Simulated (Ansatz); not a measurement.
Basis-set extrapolation for CH7FOSi2 (`FC([SiH3])O[SiH3]`) (PBE0-D4/def2-TZVP geometry, frozen core, Ansatz). Multiplicity 1, RHF reference.

|  | def2-TZVPP | def2-QZVPP |
| --- | --- | --- |
| HF | -794.244949 | -794.273238 |
| MP2 correlation | -0.903325 | -0.976541 |
| CCSD(T) correlation | -0.987043 | not run |

Energies in hartree. Use E(X) = E(∞) + A·exp(−7.88·√X) for Hartree–Fock and E(X) = E(∞) + B·X^(−2.97) for correlation, with X = 3 and 4, and add CCSD(T) minus MP2 of the smaller set to the MP2 limit.

Q: What is the CCSD(T) energy at the basis-set limit?

A: HF limit: -794.273238 + (-0.028289) × 0.13774 = -794.27713. MP2 limit: -0.976541 + (-0.073216) × 0.74074 = -1.03078. Higher-order term: -0.987043 − (-0.903325) = -0.08372. Total: -795.39163 hartree, 419.1 kJ/mol below CCSD(T)/def2-TZVPP.
